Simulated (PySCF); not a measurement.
# `F[C@@H]1CC(=O)[C@H](F)O1`, C4H4F2O2

Cartesian coordinates in Å; atom numbers follow the order of the lines, from 1:
```xyz
12

O     0.645   -1.946    1.196
C     0.369   -0.974    0.564
C    -0.961   -0.582   -0.037
C    -0.676    0.775   -0.682
F    -1.159    1.775    0.125
O     0.706    0.890   -0.813
C     1.338    0.171    0.181
F     1.545    0.944    1.298
H    -1.280   -1.327   -0.766
H    -1.723   -0.505    0.740
H    -1.126    0.936   -1.668
H     2.324   -0.158   -0.164
```

Method used: PySCF, TDDFT wB97X-D/aug-cc-pVDZ circular dichroism and optical rotation, one conformer, gas phase. Geometry: GFN2-xTB.

(1) Draw the ECD and absorption spectra from the lowest 16 states, each a Gaussian of half-width 0.35 eV at 1/e height.

## Answers

(1) 
| E (eV) | λ (nm) | Δε (L mol⁻¹ cm⁻¹) | ε (L mol⁻¹ cm⁻¹) |
| --- | --- | --- | --- |
| 3.59 | 346 | +0.22 | 0.601 |
| 3.69 | 336 | +0.47 | 1.25 |
| 3.79 | 328 | +0.83 | 2.22 |
| 3.89 | 319 | +1.25 | 3.34 |
| 3.99 | 311 | +1.59 | 4.26 |
| 4.09 | 303 | +1.73 | 4.63 |
| 4.19 | 296 | +1.59 | 4.26 |
| 4.29 | 289 | +1.25 | 3.34 |
| 4.39 | 283 | +0.83 | 2.22 |
| 4.49 | 276 | +0.47 | 1.25 |
| 4.59 | 270 | +0.22 | 0.601 |
| 4.69 | 265 | +0.09 | 0.245 |
| 4.79 | 259 | +0.03 | 0.0848 |
| 4.89 | 254 | +0.01 | 0 |
| 4.99 | 249 | 0.00 | 0 |
| 5.09 | 244 | 0.00 | 0 |
| 5.19 | 239 | 0.00 | 0 |
| 5.29 | 235 | 0.00 | 0 |
| 5.39 | 230 | 0.00 | 0 |
| 5.49 | 226 | 0.00 | 0 |
| 5.59 | 222 | 0.00 | 0 |
| 5.69 | 218 | 0.00 | 0 |
| 5.79 | 214 | 0.00 | 0 |
| 5.89 | 211 | 0.00 | 0 |
| 5.99 | 207 | 0.00 | 0 |
| 6.09 | 204 | 0.00 | 0 |
| 6.19 | 200 | 0.00 | 0.0774 |
| 6.29 | 197 | 0.00 | 0.408 |
| 6.39 | 194 | 0.00 | 1.82 |
| 6.49 | 191 | -0.01 | 6.95 |
| 6.59 | 188 | -0.03 | 22.5 |
| 6.69 | 185 | -0.08 | 62.1 |
| 6.79 | 183 | -0.20 | 146 |
| 6.89 | 180 | -0.40 | 294 |
| 6.99 | 177 | -0.69 | 507 |
| 7.09 | 175 | -1.03 | 754 |
| 7.19 | 173 | -1.33 | 974 |
| 7.29 | 170 | -1.52 | 1110 |
| 7.39 | 168 | -1.56 | 1130 |
| 7.49 | 166 | -1.57 | 1090 |
| 7.59 | 163 | -1.78 | 1050 |
| 7.69 | 161 | -2.44 | 1080 |
| 7.79 | 159 | -3.63 | 1210 |
| 7.89 | 157 | -5.00 | 1420 |
| 7.99 | 155 | -5.88 | 1640 |
| 8.09 | 153 | -5.71 | 1880 |
| 8.19 | 151 | -4.57 | 2160 |
| 8.29 | 150 | -3.07 | 2490 |
| 8.39 | 148 | -1.75 | 2850 |
| 8.49 | 146 | -0.47 | 3200 |
| 8.59 | 144 | +1.47 | 3560 |
| 8.69 | 143 | +4.49 | 4030 |
| 8.79 | 141 | +8.05 | 4710 |
| 8.89 | 140 | +10.79 | 5520 |
| 8.99 | 138 | +11.35 | 6180 |
| 9.09 | 136 | +9.45 | 6330 |
| 9.19 | 135 | +6.07 | 5770 |

Δε uses R in velocity form, ε uses f in length form. Only the states computed contribute, so the short-wavelength end is incomplete.
